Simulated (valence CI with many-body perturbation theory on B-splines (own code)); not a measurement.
Forbidden lines of K3+

Computed by relativistic CI+MBPT: six valence electrons over a frozen Dirac-Fock core [Ne], a basis of 9 s, 9 p, 8 d, 6 f, 3 g, 1 h functions for each j, with the one-electron correlation potential Σ1 (screened to all orders), the two-electron term Σ2, the three-electron term Σ3, Breit, model QED; selected single and double excitations, second order for the rest, scaled by the run's own slope (own B-spline code, finite nucleus).

Against 11 measured levels this calculation errs by 150 cm⁻¹ on average and by 297 at most. These come from a selection out of Sansonetti, J. Phys. Chem. Ref. Data 37, 7 (2008). Levels without a partner in it may be off by more. Among the levels kept, up to 1300 cm⁻¹ of a level comes from second order outside the variational space, and about a tenth of that is noise between levels of different J, which matters for small intervals. 4 measured levels below the end of the list, from 189952 cm⁻¹ on, found no clear computed partner, and computed levels of the same name lie up to 4201 cm⁻¹ from them.

Lines 1 to 33 of 33 in falling wavelength, among levels below 235031 cm⁻¹, chosen from the decays that carry over 1 % of a level's rate. Wavelengths and rates use the calculated energies, so an error of 100 cm⁻¹ moves a line at 6729 Å by 0.67 % and its rate by three times that or more. Electric multipoles are in the length gauge, E1 and E2 with the static RPA response of the core. S is in atomic units (e²a₀⁴ for E2 and M2, e²a₀⁶ for E3), for M1 in squared Bohr magnetons. Weak lines are less certain than strong ones. Lines between different terms over intervals too small for the method are left out, as are lines whose strength nearly cancels.

Letters in brackets count levels of one name in rising energy.

| λ vac (Å) | λ from measured levels | Upper | Lower | Type | A (s⁻¹) | S (a.u.) |
| --- | --- | --- | --- | --- | --- | --- |
| 1.450e+05 | 1.540e+05 | 3s2 3p4 3P_0 | 3s2 3p4 3P_1 | M1 | 1.77e-02 | 2.00e+00 |
| 60490 | 59820 | 3s2 3p4 3P_1 | 3s2 3p4 3P_2 | M1 | 1.02e-01 | 2.50e+00 |
| 8993 |  | 3s2 3p3 3d 3G°_4 | 3s2 3p3 3d 3F°_4 [a] | M1 | 6.90e-02 | 1.67e-02 |
| 8907 |  | 3s2 3p3 3d 3G°_5 | 3s2 3p3 3d 3F°_4 [a] | M1 | 7.18e-02 | 2.07e-02 |
| 6729 | 6797 | 3s2 3p4 1D_2 | 3s2 3p4 3P_1 | M1 | 2.07e-01 | 1.17e-02 |
| 6349 |  | 3s2 3p3 3d 1G°_4 | 3s2 3p3 3d 3F°_4 [a] | M1 | 9.80e-02 | 8.37e-03 |
| 6114 |  | 3s2 3p3 3d 1G°_4 | 3s2 3p3 3d 3F°_3 [a] | M1 | 6.07e-02 | 4.63e-03 |
| 6055 | 6104 | 3s2 3p4 1D_2 | 3s2 3p4 3P_2 | M1 | 8.48e-01 | 3.49e-02 |
| 6048 |  | 3s2 3p3 3d 3F°_4 [b] | 3s2 3p3 3d 3G°_5 | M1 | 5.79e-01 | 4.28e-02 |
| 4687 |  | 3s2 3p3 3d 3F°_4 [a] | 3s2 3p3 3d 5D°_4 | M1 | 3.12e-01 | 1.07e-02 |
| 4479 | 4512 | 3s2 3p4 1S_0 | 3s2 3p4 1D_2 | E2 | 3.07e+00 | 4.94e+00 |
| 3081 |  | 3s2 3p3 3d 3G°_4 | 3s2 3p3 3d 5D°_4 | M1 | 1.31e-02 | 1.28e-04 |
| 3071 |  | 3s2 3p3 3d 3G°_5 | 3s2 3p3 3d 5D°_4 | E2 | 3.91e-03 | 1.05e-02 |
| 2696 |  | 3s2 3p3 3d 1G°_4 | 3s2 3p3 3d 5D°_4 | M1 | 3.02e-02 | 1.97e-04 |
| 2689 | 2712 | 3s2 3p4 1S_0 | 3s2 3p4 3P_1 | M1 | 1.06e+01 | 7.62e-03 |
| 2037 |  | 3s2 3p3 3d 3F°_4 [b] | 3s2 3p3 3d 5D°_4 | M1 | 3.53e+00 | 9.95e-03 |
| 2036 |  | 3s2 3p3 3d 3F°_4 [b] | 3s2 3p3 3d 5D°_3 | M1 | 7.05e-01 | 1.98e-03 |
| 1557 |  | 3s2 3p3 3d 3F°_4 [a] | 3s 3p5 3P°_2 | E2 | 2.88e+00 | 2.12e-01 |
| 1327 |  | 3s2 3p3 3d 3G°_4 | 3s 3p5 3P°_2 | E2 | 3.89e-02 | 1.29e-03 |
| 1250 |  | 3s2 3p3 3d 1G°_4 | 3s 3p5 3P°_2 | E2 | 1.28e-01 | 3.15e-03 |
| 1087 |  | 3s2 3p3 3d 3F°_4 [b] | 3s 3p5 3P°_2 | E2 | 4.39e+01 | 5.35e-01 |
| 565.3 |  | 3s2 3p3 3d 5D°_4 | 3s2 3p4 3P_2 | M2 | 2.55e+00 | 1.18e-03 |
| 550.3 |  | 3s2 3p3 3d 3F°_4 [a] | 3s2 3p4 1D_2 | M2 | 4.27e+00 | 1.73e-03 |
| 518.6 |  | 3s2 3p3 3d 3G°_4 | 3s2 3p4 1D_2 | M2 | 7.58e-03 | 2.28e-06 |
| 506.4 |  | 3s2 3p3 3d 1G°_4 | 3s2 3p4 1D_2 | M2 | 1.66e+00 | 4.45e-04 |
| 506.4 |  | 3s2 3p3 3d 1G°_4 | 3s2 3p4 1D_2 | E3 | 1.97e-01 | 4.82e+01 |
| 504.5 |  | 3s2 3p3 3d 3F°_4 [a] | 3s2 3p4 3P_2 | M2 | 2.43e-01 | 6.37e-05 |
| 481.5 |  | 3s2 3p3 3d 3G°_4 | 3s2 3p4 3P_1 | E3 | 9.98e-02 | 1.71e+01 |
| 477.7 |  | 3s2 3p3 3d 3G°_4 | 3s2 3p4 3P_2 | E3 | 6.14e-02 | 9.97e+00 |
| 477.7 |  | 3s2 3p3 3d 3G°_4 | 3s2 3p4 3P_2 | M2 | 1.01e-02 | 2.01e-06 |
| 477.4 |  | 3s2 3p3 3d 3G°_5 | 3s2 3p4 3P_2 | E3 | 1.67e-01 | 3.31e+01 |
| 467.3 |  | 3s2 3p3 3d 1G°_4 | 3s2 3p4 3P_2 | M2 | 4.96e-02 | 8.89e-06 |
| 442.5 |  | 3s2 3p3 3d 3F°_4 [b] | 3s2 3p4 3P_2 | M2 | 1.63e+00 | 2.22e-04 |
